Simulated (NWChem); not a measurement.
CH2Cl2O2Si; SMILES O=C[Si](O)(Cl)Cl

```xyz
8

O     -0.5396    -2.5565     0.0878
C     -0.3315    -1.5709     0.7749
Si     0.0166     0.0619    -0.1802
O     -0.0723    -0.3633    -1.7599
Cl     1.8808     0.7864     0.3065
Cl    -1.3928     1.4822     0.3032
H     -0.3485    -1.6422     1.8837
H     -0.2739    -1.3144    -1.8451
```
Atoms are numbered in this order, from 1.

Program: NWChem. The geometry was optimised at B3LYP/6-31G* (spherical d). Level: PBE0/def2-SVP with SMD (1 M gas to 1 M solution), gas-phase geometry. Reactions with the solvent are ignored.

| solvent | dielectric constant | solvation free energy (kcal/mol) | cavity-dispersion-structure term (kcal/mol) | dipole in solution (D) |
|---|---|---|---|---|
| water | 78.4 | -3.8 | 3.7 | 1.92 |
| toluene | 2.37 | -4.7 | -2.6 | 1.63 |
| acetonitrile | 35.7 | -5.6 | -1.2 | 1.86 |
| n-hexane | 1.88 | -4.1 | -2.4 | 1.58 |
| 1-propanol | 20.5 | -5.9 | 0.9 | 1.88 |
| diethyl ether | 4.24 | -5.9 | -2.9 | 1.73 |
| chloroform | 4.71 | -5.2 | -1.1 | 1.75 |
